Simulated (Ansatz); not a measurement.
Start from `N=C([SiH3])Cl` and change one atom or group to get `N=C([SiH3])S[SiH3]`.

Ansatz, PBE0-D4/def2-TZVP geometries, multiplicity 1. Each molecule was computed in one conformer, which needn't be the lowest.

```
                                          property  `N=C([SiH3])Cl`
                HOMO energy (PBE0/def2-TZVPP) / eV            -8.27
             HOMO energy (ωB97M-V/def2-TZVPP) / eV           -10.50
              HOMO–LUMO gap (PBE0/def2-TZVPP) / eV             7.07
               HOMO–LUMO gap (PBE/def2-TZVPP) / eV             4.63
                 LUMO energy (PBE/def2-TZVPP) / eV            -2.23
size of the dipole moment (ωB97M-V/def2-TZVPP) / D             0.34
```

Q: Give the same properties after the change, and the shifts. (Estimate.)

A: Computed: 
```json
{"property": "HOMO energy (PBE0/def2-TZVPP) / eV", "`N=C([SiH3])S[SiH3]`": "-7.46", "shift": "0.81"}
{"property": "HOMO energy (ωB97M-V/def2-TZVPP) / eV", "`N=C([SiH3])S[SiH3]`": "-9.58", "shift": "0.92"}
{"property": "HOMO–LUMO gap (PBE0/def2-TZVPP) / eV", "`N=C([SiH3])S[SiH3]`": "6.39", "shift": "-0.68"}
{"property": "HOMO–LUMO gap (PBE/def2-TZVPP) / eV", "`N=C([SiH3])S[SiH3]`": "4.20", "shift": "-0.43"}
{"property": "LUMO energy (PBE/def2-TZVPP) / eV", "`N=C([SiH3])S[SiH3]`": "-2.08", "shift": "0.15"}
{"property": "size of the dipole moment (ωB97M-V/def2-TZVPP) / D", "`N=C([SiH3])S[SiH3]`": "1.64", "shift": "1.30"}
```

With PBE0 the HOMO rises by 0.81 eV and the LUMO rises by 0.13 eV, so the gap narrows by about 0.68 eV. PBE moves the HOMO by 0.58 eV and ωB97M-V by 0.92 eV. Dipoles are sizes alone; their direction can turn.
